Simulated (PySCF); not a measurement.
H12O6Zn, charge +2, singlet, geometry from GFN2-xTB (such geometries of metal compounds can be far from the true shape). Base run: CAMB3LYP/STO-3G in PySCF.

The PySCF input:
```python
from pyscf import gto, scf, dft

mol = gto.M(
    atom='''
Zn   -0.000000   -0.000000    0.000000
O    -0.687948    1.640644   -0.922140
H    -1.492715    1.707757   -1.449904
H    -0.277384    2.513642   -0.922775
O     1.570567    1.041443    0.681208
H     1.619320    1.528978    1.512244
H     2.421770    1.150668    0.240512
O     1.037003   -0.488888   -1.643454
H     1.600284   -1.263737   -1.757531
H     1.067938    0.005821   -2.471098
O    -1.037003    0.488888    1.643454
H    -1.600284    1.263737    1.757531
H    -1.067938   -0.005821    2.471098
O    -1.570567   -1.041443   -0.681208
H    -1.619320   -1.528978   -1.512244
H    -2.421770   -1.150668   -0.240512
O     0.687948   -1.640644    0.922140
H     0.277384   -2.513642    0.922775
H     1.492715   -1.707757    1.449904
''',
    basis='sto-3g',
    charge=2,
    spin=0,
    verbose=4,
)

mf = dft.RKS(mol)
mf.xc = 'camb3lyp'
mf.kernel()
mf.analyze()
```

Variants of this job, named by their change:

```
change                                                                                                                  ΔE vs base (mEh)  fitting functions                outcome
----------------------------------------------------------------------------------------------------------------------  ----------------  -----------------  ---------------------
base                                                                                                                               0.000                  -              converged
exchange = seminumerical (SGX) (with mf = sgx.sgx_fit(mf, auxbasis='def2-universal-jfit'); with mf.with_df.dfj = True)                 -                  -  cut at the time limit
auxbasis = cc-pvqz-jkfit                                                                                                               -                  -          input refused
auxbasis = even-tempered beta=1.6                                                                                                 -5.240                769              converged
auxbasis = def2-universal-jfit                                                                                                       [?]                515              converged
only_dfj = on; auxbasis = def2-universal-jfit                                                                                    -20.858                515              converged
auxbasis = def2-svp-ri                                                                                                               [?]                [?]              converged
auxbasis = def2-universal-jkfit                                                                                                   -3.296                942              converged
auxbasis = default (with mf = mf.density_fit())                                                                                   -3.296                942              converged
auxbasis = cc-pvtz-jkfit                                                                                                               -                  -          input refused
```

**Question.** What belongs in the gaps?

**Answer.** 
- auxbasis = def2-universal-jfit, ΔE vs base (mEh): 2415.7
- auxbasis = def2-svp-ri, ΔE vs base (mEh): -9956.4
- auxbasis = def2-svp-ri, fitting functions: 599

A fitting set is made for a task (jfit for Coulomb, jkfit for Coulomb and exchange, ri for correlation) and for a family of orbital bases.

- auxbasis = cc-pvqz-jkfit: ended with `pyscf.lib.exceptions.BasisNotFoundError: Basis set not found for Zn in cc-pvqz-jkfit`
- auxbasis = cc-pvtz-jkfit: ended with `pyscf.lib.exceptions.BasisNotFoundError: Basis set not found for Zn in cc-pvtz-jkfit`
